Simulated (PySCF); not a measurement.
Ga(H)(Cl)(Et) (C2H6ClGa), SMILES [Cl][GaH][CH2]C. Geometry: ωB97X-D3(BJ)/def2-SVP. The structure was generated by enumeration; whether it is a known compound was not checked. Other conformers were not sampled.

Computed equilibrium geometry at ωB97X-D3(BJ)/def2-SVP (PySCF confirms it by a frequency run) as Cartesian coordinates in Å (one conformer of several):
```xyz
10

Ga    -0.1500    -0.3565     0.2448
H     -0.6957    -1.6960     0.8316
Cl     0.3847     1.1163     1.7346
C      0.1171     0.1773    -1.6193
C     -0.2567    -0.8910    -2.6526
H      1.1745     0.4789    -1.7207
H     -0.4630     1.1040    -1.7754
H     -1.3179    -1.1793    -2.5761
H      0.3366    -1.8108    -2.5215
H     -0.0881    -0.5387    -3.6837
```
Charge 0, spin multiplicity 1.
